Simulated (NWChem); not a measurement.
Molecule: BeHSCl; SMILES [Be]([Cl])[SH]

```xyz
4

Be     0.0259    -0.0402     0.0000
Cl     0.0153    -1.8551     0.0000
S      0.0582     1.8601     0.0000
H     -1.2939     1.9353     0.0000
```
Atoms are numbered in this order, from 1.

Results from NWChem. The geometry was optimised at PBE0/def2-SVP.

Estimate the computed values for PW91/def2-TZVP. Quantities: highest occupied level (eV); orbital gap (eV); dipole (D).


| Quantity | Result |
|---|---|
| highest occupied level (eV) | -6.71 |
| orbital gap (eV) | 5.12 |
| dipole (D) | 0.83 |
